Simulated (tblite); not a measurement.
C₇H₆NS (doublet state).
Numbering: `[S:1]=[CH:2][CH2:3][c:4]1[cH:5][c:6][n:7][cH:8][cH:9]1` (hydrogens: H10 on C2; H11, H12 on C3; H13 on C5; H14 on C8; H15 on C9)

A start from a force field or distance geometry was refined with GFN2-xTB geometry optimisation, gas phase in tblite 0.8.0. Values at the start:

```csv
coordinate,start
S1=C2,1.662 Å
C2–C3,1.508 Å
C2–H10,1.117 Å
C3–C4,1.495 Å
C3–H11,1.103 Å
C4–C5,1.405 Å
C4–C9,1.394 Å
C5–C6,1.380 Å
C5–H13,1.082 Å
C6–N7,1.354 Å
N7–C8,1.347 Å
C8–C9,1.389 Å
C8–H14,1.079 Å
C9–H15,1.100 Å
S1–C2–C3,123.0°
C2–C3–C4,112.4°
C3–C4–C9,121.5°
C4–C5–C6,118.7°
C5–C4–C9,117.8°
C5–C6–N7,123.9°
C6–N7–C8,116.8°
N7–C8–C9,123.2°
S1–C2–C3–C4,118°
C2–C3–C4–C5,99°
```

**Question.** How do these coordinates change at the GFN2-xTB level?

**Answer.** 
```json
{"coordinate": "C6–N7", "GFN2-xTB (Å or °)": "1.274", "change": "-0.080"}
{"coordinate": "S1=C2", "GFN2-xTB (Å or °)": "1.619", "change": "-0.043"}
{"coordinate": "C2–H10", "GFN2-xTB (Å or °)": "1.085", "change": "-0.032"}
{"coordinate": "C3–C4", "GFN2-xTB (Å or °)": "1.516", "change": "+0.021"}
{"coordinate": "C2–C3", "GFN2-xTB (Å or °)": "1.487", "change": "-0.021"}
{"coordinate": "C9–H15", "GFN2-xTB (Å or °)": "1.080", "change": "-0.020"}
{"coordinate": "N7–C8", "GFN2-xTB (Å or °)": "1.328", "change": "-0.019"}
{"coordinate": "C3–H11", "GFN2-xTB (Å or °)": "1.091", "change": "-0.012"}
{"coordinate": "C4–C5", "GFN2-xTB (Å or °)": "1.394", "change": "-0.011"}
{"coordinate": "C8–C9", "GFN2-xTB (Å or °)": "1.383", "change": "-0.006"}
{"coordinate": "C5–C6", "GFN2-xTB (Å or °)": "1.374", "change": "-0.006"}
{"coordinate": "C5–H13", "GFN2-xTB (Å or °)": "1.078", "change": "-0.004"}
{"coordinate": "C8–H14", "GFN2-xTB (Å or °)": "1.080", "change": "+0.001"}
{"coordinate": "C4–C9", "GFN2-xTB (Å or °)": "1.395", "change": "+0.001"}
{"coordinate": "C2–C3–C4", "GFN2-xTB (Å or °)": "107.1", "change": "-5.3"}
{"coordinate": "C4–C5–C6", "GFN2-xTB (Å or °)": "114.3", "change": "-4.4"}
{"coordinate": "N7–C8–C9", "GFN2-xTB (Å or °)": "119.1", "change": "-4.1"}
{"coordinate": "C6–N7–C8", "GFN2-xTB (Å or °)": "120.5", "change": "+3.7"}
{"coordinate": "C5–C6–N7", "GFN2-xTB (Å or °)": "126.7", "change": "+2.8"}
{"coordinate": "C5–C4–C9", "GFN2-xTB (Å or °)": "119.6", "change": "+1.8"}
{"coordinate": "C3–C4–C9", "GFN2-xTB (Å or °)": "119.8", "change": "-1.7"}
{"coordinate": "S1–C2–C3", "GFN2-xTB (Å or °)": "123.7", "change": "+0.7"}
{"coordinate": "S1–C2–C3–C4", "GFN2-xTB (Å or °)": "94", "change": "-24"}
{"coordinate": "C2–C3–C4–C5", "GFN2-xTB (Å or °)": "104", "change": "+5"}
```

The energy falls by 7.2 kcal/mol over 72 L-BFGS steps, the largest force on an atom goes from 3.31 to 0.009 eV/Å, and the atoms move by 0.199 Å rms after alignment. The bond that changes most is C6–N7 (ends: carbon bonded to C and N; nitrogen bonded to 2 C), which shortens by 0.080 Å. Bonds longer at the end by more than 0.005 Å: 1 of 15; shorter: 11. Among the dihedrals that turn most is S1–C2–C3–H12, from -121° to -146°. Rotational constants go from 3969, 697.3, 627.7 to 3469, 828.8, 718.7 MHz.

Hardware: one thread of an Intel Xeon 6975P-C, no GPU, shared host with 192 logical CPUs at a one-minute load of 76. Cost: 0.41 s wall.

Its GFN2-xTB frequencies are all real (lowest 35 cm⁻¹). 3 starts were optimised and ended at 0.00, 0.37 and 0.38 kcal/mol (GFN2-xTB); the lowest of these is shown.

One conformer stands for the species.

These are computed values.
